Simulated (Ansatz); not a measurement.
Geometry optimisation, RKS B3LYP-D4/def2-SVP (Ansatz 0.2.0).

The input (input.yaml):

```yaml
crystal:
  periodic: [false, false, false]
  atoms:
    - { symbol: "N", position_ang: [-0.1413, -1.9781, 0.765] }
    - { symbol: C, position_ang: [-0.1986, -0.5059, 0.5818] }
    - { symbol: F, position_ang: [0.7577, -0.036, 1.373] }
    - { symbol: O, position_ang: [0.2229, -0.1901, -0.744] }
    - { symbol: Si, position_ang: [0.0481, 1.385, -1.193] }
    - { symbol: F, position_ang: [-1.3524, 1.9799, -0.642] }
    - { symbol: H, position_ang: [0.722, -2.2434, 0.3659] }
    - { symbol: H, position_ang: [-0.0777, -2.0832, 1.7465] }
    - { symbol: H, position_ang: [-1.1549, -0.0688, 0.9414] }
    - { symbol: H, position_ang: [1.1562, 2.1666, -0.5432] }
    - { symbol: H, position_ang: [0.0833, 1.5169, -2.6309] }
basis:
  gaussian: { orbitals: def2-SVP }
hamiltonian:
  xc: b3lyp
  dispersion: d4
relax:
  f_tol: 0.02
  max_steps: 50
```

Command:

```bash
$ ansatz run input.yaml --threads 2 --pin off --max-ram 3072MiB --backend cpu --events-out ev --progress --plain --runs-dir out
```

Q: Where does it end, and by what steps?

A: It converged. After 13 steps the energy has fallen by 0.593 eV; F6 moved furthest, 0.48 Å.

```
step  energy less start (eV)  largest force component (eV/Å)  accepted
   0                  0.0000                           3.106       yes
   1                 -0.4285                           1.700       yes
   2                 -0.5287                           0.733       yes
   3                 -0.5083                           0.837        no
   4                 -0.5624                           0.212       yes
   5                 -0.5724                           0.161       yes
   6                 -0.5776                           0.085       yes
   7                 -0.5823                           0.102       yes
   8                 -0.5860                           0.221       yes
   9                 -0.5887                           0.212       yes
  10                 -0.5895                           0.203       yes
  11                 -0.5920                           0.105       yes
  12                 -0.5926                           0.036       yes
  13                 -0.5928                           0.014       yes
```

```xyz
11
Properties=species:S:1:pos:R:3
N 0.053 -1.929 0.717
C -0.313 -0.580 0.623
F 0.485 0.266 1.431
O -0.163 -0.148 -0.679
Si 0.098 1.423 -1.174
F -1.078 2.366 -0.574
H 1.004 -2.081 0.382
H -0.048 -2.287 1.663
H -1.343 -0.427 0.991
H 1.395 1.965 -0.712
H -0.024 1.376 -2.647
```

Time of the run: 51 s on 2 threads of Arm Neoverse V1, on a shared host, peak memory 0.26 GiB.
